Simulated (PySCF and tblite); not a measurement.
Values are calculated unless marked as measured or tabulated.
System: C₅H₄N₂, numbered as in [CH:1]#[C:2][c:3]1[cH:4][cH:5][nH:6][n:7]1.

Geometries: PBE0-D3(BJ)/def2-SVP; energies: B3LYP/pcSseg-1 + D3(BJ); zero-point and thermal terms from GFN2-xTB harmonic modes (soft modes blended into free rotors). Rate constants are transition-state-theory values, counting equivalent paths, without tunnelling. Run with tblite and PySCF.

Tunnelling of the moving H, left out here, will speed the real process. In real samples such hydrogens mostly exchange between molecules or through solvent, far faster than by this path.

Problem. What barrier does the shift of H on N6 from N6 to N7 meet, and how fast is it at 298 K?

Solution. The electronic barrier is 51.3 kcal/mol and ΔG‡(298 K) 47.2 kcal/mol, over a C1 saddle with an imaginary mode of 1598i cm⁻¹ (GFN2-xTB). With 2 equivalent paths, k is 3.2×10⁻²² s⁻¹. The end lies 1.3 kcal/mol below the start in free energy.
